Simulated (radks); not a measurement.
Bi75+, configuration [He] 2s2 2p4. Method: scalar-relativistic Kohn-Sham, PBE, spin-polarised, spherical densities, finite nucleus; open shells are filled with parallel spins first (spin-orbit coupling, left out, can overturn this in heavy ions); Fermi nuclear charge, rms radius 5.5211 fm; computed with a radial shooting solver on a logarithmic mesh with Libxc functionals. Some entries of the table are withheld. Estimate them.

orbital  occ.  eigenvalue (hartree)  <r> (bohr)  <r^2> (bohr^2)
1s up       1             -3629.832     0.01577       0.0003451
1s down     1             -3628.479     0.01576       0.0003449
2s up       1             -871.0408     0.06497             (1)
2s down     1             -868.7670     0.06504             (2)
2p up       3             -788.2631         (3)        0.004197
2p down     1             -785.6463         (4)        0.004211

Answer. 
(1) 2s up <r^2> (bohr^2): 0.004995
(2) 2s down <r^2> (bohr^2): 0.005006
(3) 2p up <r> (bohr): 0.05872
(4) 2p down <r> (bohr): 0.05881
